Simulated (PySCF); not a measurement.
## ZnC: script and output

The script input.py:

```python
from pyscf import gto, dft

mol = gto.M(
    atom='Zn 0 0 0; C 0 0 1.9',
    basis='6-31g*',
    charge=0,
    spin=2,
    verbose=4,
)
mf = dft.ROKS(mol, xc='scan')
mf.kernel()
mf.analyze()
print('orbital energies (hartree):', mf.mo_energy[..., max(0, mol.nelec[1]-3):mol.nelec[0]+3].round(4))
```

```bash
$ OMP_NUM_THREADS=1 python input.py
```

Output (some set-up lines and the per-cycle HOMO/LUMO lines with their warnings removed):

```
PySCF version 2.14.0

[INPUT] verbose = 4
[INPUT] num. atoms = 2
[INPUT] num. electrons = 36
[INPUT] charge = 0
[INPUT] spin (= nelec alpha-beta = 2S) = 2
[INPUT] symmetry False subgroup None
[INPUT] Mole.unit = angstrom
[INPUT] Symbol           X                Y                Z      unit          X                Y                Z       unit  Magmom
[INPUT]  1 Zn     0.000000000000   0.000000000000   0.000000000000 AA    0.000000000000   0.000000000000   0.000000000000 Bohr   0.0
[INPUT]  2 C      0.000000000000   0.000000000000   1.900000000000 AA    0.000000000000   0.000000000000   3.590479636674 Bohr   0.0

nuclear repulsion = 50.1325778766316
number of shells = 18
number of NR pGTOs = 124
number of NR cGTOs = 48
basis = 6-31g*
ecp = {}

******** <class 'pyscf.dft.roks.ROKS'> ********
method = ROKS
initial guess = minao
damping factor = 0
level_shift factor = 0
DIIS = <class 'pyscf.scf.diis.CDIIS'>
diis_start_cycle = 1
diis_space = 8
diis_damp = 0
SCF conv_tol = 1e-09
SCF conv_tol_grad = None
SCF max_cycles = 50
direct_scf = True
direct_scf_tol = 1e-13
num. doubly occ = 17  num. singly occ = 2
XC library pyscf.dft.libxc version 7.0.0
    S. Lehtola, C. Steigemann, M. J.T. Oliveira, and M. A.L. Marques.,  SoftwareX 7, 1–5 (2018)
XC functionals = scan
    J. Sun, A. Ruzsinszky, and J. P. Perdew.,  Phys. Rev. Lett. 115, 036402 (2015)
    J. Sun, A. Ruzsinszky, and J. P. Perdew.,  Phys. Rev. Lett. 115, 036402 (2015)
radial grids:
    Treutler-Ahlrichs [JCP 102, 346 (1995); DOI:10.1063/1.469408] (M4) radial grids

becke partition: Becke, JCP 88, 2547 (1988); DOI:10.1063/1.454033
pruning grids: <function nwchem_prune>
grids dens level: 3
symmetrized grids: False
atomic radii adjust function: <function treutler_atomic_radii_adjust>
small_rho_cutoff = 0
Set gradient conv threshold to 3.16228e-05
tot grids = 34760
init E= -1816.69271438937
cycle= 1 E= -1816.9697962028  delta_E= -0.277  |g|= 0.458  |ddm|=  1.1
cycle= 2 E= -1815.79134158556  delta_E= 1.18  |g|= 1.41  |ddm|= 1.47
cycle= 3 E= -1817.00245446536  delta_E= -1.21  |g|= 0.317  |ddm|= 1.43
cycle= 4 E= -1817.05129566999  delta_E= -0.0488  |g|= 0.0303  |ddm|= 0.263
cycle= 5 E= -1817.05211306981  delta_E= -0.000817  |g|= 0.015  |ddm|= 0.0789
cycle= 6 E= -1817.0521476882  delta_E= -3.46e-05  |g|= 0.0112  |ddm|= 0.0159
cycle= 7 E= -1817.05220324806  delta_E= -5.56e-05  |g|= 0.00211  |ddm|= 0.0087
cycle= 8 E= -1817.0522048394  delta_E= -1.59e-06  |g|= 0.000431  |ddm|= 0.00141
cycle= 9 E= -1817.05220494307  delta_E= -1.04e-07  |g|= 7.2e-05  |ddm|= 0.000493
cycle= 10 E= -1817.05220494456  delta_E= -1.5e-09  |g|= 2.76e-05  |ddm|= 8.05e-05
cycle= 11 E= -1817.05220494483  delta_E= -2.69e-10  |g|= 1.46e-06  |ddm|= 2.23e-05
Extra cycle  E= -1817.05220494482  delta_E= 1.11e-11  |g|= 5.69e-06  |ddm|= 5.93e-06
converged SCF energy = -1817.05220494482
**** SCF Summaries ****
Total Energy =                       -1817.052204944821142
Nuclear Repulsion Energy =              50.132577876631586
One-electron Energy =                -2632.558595428233275
Two-electron Energy =                  765.373812606780461
Two-electron Coulomb Energy =          841.936539836751422
DFT Exchange-Correlation Energy =      -76.562727229970946
**** MO energy ****
                Roothaan           | alpha              | beta
[8 lines left out]
MO #9   energy= -3.14259356044765  | -3.14341745367671  | -3.14176966721908  occ= 2
MO #10  energy= -3.14259356044762  | -3.14341745367671  | -3.14176966721907  occ= 2
MO #11  energy= -0.5171105505317   | -0.555998987463155 | -0.478222113600246 occ= 2
MO #12  energy= -0.394761485701394 | -0.397056710671333 | -0.392466277995693 occ= 2
MO #13  energy= -0.394761485701384 | -0.397056710671324 | -0.392466277995681 occ= 2
MO #14  energy= -0.386220659384958 | -0.394797242632212 | -0.377644076137691 occ= 2
MO #15  energy= -0.384305596487153 | -0.385111283790504 | -0.383499909183797 occ= 2
MO #16  energy= -0.38430354006279  | -0.385107909754998 | -0.383499170370576 occ= 2
MO #17  energy= -0.231990637520522 | -0.244393017720341 | -0.219588257320696 occ= 2
MO #18  energy= -0.14032825058992  | -0.203827116690069 | -0.0768291991900937 occ= 1
MO #19  energy= -0.140328250589915 | -0.203827116690068 | -0.076829199190092 occ= 1
MO #20  energy= -0.123276702933519 | -0.133213960523048 | -0.113339445344007 occ= 0
MO #21  energy= -0.0030633832902748 | -0.0179122645626311 | 0.011785344200474  occ= 0
MO #22  energy= -0.00306338329027259 | -0.017912264562628 | 0.0117853442004751 occ= 0
[26 lines left out]
 ** Mulliken pop on meta-lowdin orthogonal AOs  **
 ** Mulliken pop  **
pop of  0 Zn 1s           2.00000
pop of  0 Zn 2s           1.99999
pop of  0 Zn 3s           1.99994
pop of  0 Zn 4s           1.37701
pop of  0 Zn 5s           0.00622
pop of  0 Zn 2px          2.00000
pop of  0 Zn 2py          2.00000
pop of  0 Zn 2pz          2.00000
pop of  0 Zn 3px          1.99999
pop of  0 Zn 3py          1.99999
pop of  0 Zn 3pz          1.99996
pop of  0 Zn 4px          0.05993
[36 lines left out]
 ** Mulliken atomic charges  **
charge of    0Zn =      0.56554
charge of    1C =     -0.56554
Dipole moment(X, Y, Z, Debye): -0.00000,  0.00000, -2.68546
orbital energies (hartree): [-0.3843 -0.3843 -0.232  -0.1403 -0.1403 -0.1233 -0.0031 -0.0031]
```

In short: E(SCF) = -1817.052205 Eh, 11 cycles, μz(SCF) = -2.69 D.

Hardware: Arm Neoverse V2, 1 thread, shared host. Wall time 4.2 s.

The bond length is a typed value, not an optimised one. No search for the lowest solution was made.
